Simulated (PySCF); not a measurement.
Si(Cl)2(F)(SH) (Cl₂FHSSi), SMILES F[Si](S)(Cl)Cl. The structure is a stationary point at B3LYP-D3(BJ)/def2-SVP. The structure was generated by enumeration, and PubChem lists no compound with its InChIKey, so it may never have been made. The values are those of a single conformer.

Give the equilibrium geometry at B3LYP-D3(BJ)/def2-SVP (PySCF confirms it by a frequency run) as a Z-matrix. (An estimate is asked for; the answer gives what the named calculation found.)

Several could match; the one computed here: 
```
Si
F 1 1.6137
Cl 1 2.0441 2 108.20
Cl 1 2.0508 2 105.92 3 119.04
S 1 2.1183 2 111.55 4 123.02
H 5 1.3551 1 93.41 2 -67.33
```
Charge 0, spin multiplicity 1.
